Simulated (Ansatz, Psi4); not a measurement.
Psi4 was given this input:
```
memory 2 GB

molecule mol {
0 2
C     1.313529    0.256226   -0.021927
C     0.025909    0.374083   -0.010223
H     1.837879   -0.703925   -0.002493
H     1.970538    1.113360   -0.052235
C    -1.206401   -0.398851    0.024477
H    -1.008352   -1.478408    0.050837
H    -1.788968   -0.136455    0.908191
H    -1.809314   -0.183320   -0.858262
}

set {
  basis def2-svpd
  reference uks
  scf_type pk
  puream true
  d_convergence 1e-8
  dft_radial_points 99
  dft_spherical_points 590
}

energy('revpbe')
print_variables()
```

Question: Write the same job for Ansatz (a first-principles code).

Answer: One answer among several that fit: 
Ansatz 0.2 input:
```yaml
crystal:
  periodic: [false, false, false]
  atoms:
    - {symbol: C, position_ang: [1.31352899, 0.25622584, -0.02192716]}
    - {symbol: C, position_ang: [0.02590858, 0.37408297, -0.01022305]}
    - {symbol: H, position_ang: [1.83787885, -0.70392499, -0.00249333]}
    - {symbol: H, position_ang: [1.97053843, 1.11335976, -0.05223491]}
    - {symbol: C, position_ang: [-1.20640148, -0.39885089, 0.02447718]}
    - {symbol: H, position_ang: [-1.00835162, -1.47840810, 0.05083729]}
    - {symbol: H, position_ang: [-1.78896803, -0.13645457, 0.90819127]}
    - {symbol: H, position_ang: [-1.80931420, -0.18331958, -0.85826214]}
basis:
  gaussian:
    orbitals: def2-SVPD
hamiltonian:
  xc: revpbe
magnetization: {spin_polarized: true, initial_magnetization: 1}
accuracy: high
```

Both were run: Psi4 gave -117.113945 Eh and Ansatz -117.113945 Eh, 0.000 mEh apart.
